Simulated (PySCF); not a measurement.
C₄H₉FSi, SMILES C1CCC1([SiH3])F. Geometry optimised at PBE0-D3(BJ)/def2-SVP. This is a generated structure with no PubChem entry under its InChIKey; it may be hypothetical.

### Question
Give the equilibrium geometry at PBE0-D3(BJ)/def2-SVP (PySCF confirms it by a frequency run) as bond lengths and angles, and its point group. (The exact figures need the calculation; the answer reports its results.)

### Answer
point group Cs.
Atoms: F1 C2 Si3 C4 C5 C6 H7 H8 H9 H10 H11 H12 H13 H14 H15. Bonds (Å): F1–C2 1.387, C2–Si3 1.907, C2–C4 1.536, C2–C6 1.536, Si3–H7 1.496, Si3–H8 1.492, Si3–H9 1.492, C4–C5 1.540, C4–H10 1.101, C4–H11 1.101, C5–C6 1.540, C5–H12 1.099, C5–H13 1.100, C6–H14 1.101, C6–H15 1.101. Angles (°): F1–C2–Si3 106.8, F1–C2–C4 115.0, F1–C2–C6 115.0, Si3–C2–C4 115.5, Si3–C2–C6 115.5, C4–C2–C6 88.7, C2–Si3–H7 109.5, C2–Si3–H8 109.5, C2–Si3–H9 109.5, H7–Si3–H8 109.3, H7–Si3–H9 109.3, H8–Si3–H9 109.9, C2–C4–C5 88.1, C2–C4–H10 119.2, C2–C4–H11 108.4, C5–C4–H10 119.3, C5–C4–H11 111.5, H10–C4–H11 108.8, C4–C5–C6 88.4, C4–C5–H12 117.5, C4–C5–H13 112.1, C6–C5–H12 117.5, C6–C5–H13 112.1, H12–C5–H13 108.4, C2–C6–C5 88.1, C2–C6–H14 108.4, C2–C6–H15 119.2, C5–C6–H14 111.5, C5–C6–H15 119.3, H14–C6–H15 108.8.
Charge 0, spin multiplicity 1.
